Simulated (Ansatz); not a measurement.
Reaction (ligand exchange at a Ge–C bond): `N/C(Cl)=[CH]/[GeH3]` + H–F → `[F][GeH3]` + `C=C(N)Cl`

Calculated with Ansatz (gas phase, PBE0-D4/def2-TZVP geometries, no zero-point term in ΔE). CCSD(T)/CBS adds triple-zeta CCSD(T) − MP2 to the extrapolated MP2 energy (def2 sets, frozen cores). This one scheme is used for every species. DFT in def2-TZVPP. For Ge outer-core shells are correlated without core-valence functions, which leaves a few kJ/mol of doubt a bond. Scalar relativity is left out up to krypton. One conformer a species, not always the lowest.

| level | ΔE (kcal/mol) |
| --- | --- |
| PBE0-D4 | -12.9 |
| ωB97X-V | -15.9 |

(1) What does CCSD(T)/CBS give? (Best estimate.)

Largest T1 diagnostic among the species: 0.012.

Results:

(1) Computed: -12.1 kcal/mol. The listed levels differ from it by -0.8, -3.8 kcal/mol.

In def2-TZVPP, CCSD(T) changes the Hartree–Fock value by +8.6 kcal/mol (the triples alone add +1.1 kcal/mol) and MP2 by +10.0 kcal/mol. The D4 term adds +2.8 kcal/mol with B3LYP and +1.5 kcal/mol with PBE0; it sums over pairs of atoms, weighted by their polarisabilities, and B3LYP, whose exchange is more repulsive, gets the larger term.

B3LYP here is the variant with VWN-RPA as its local correlation; programs differ in this.
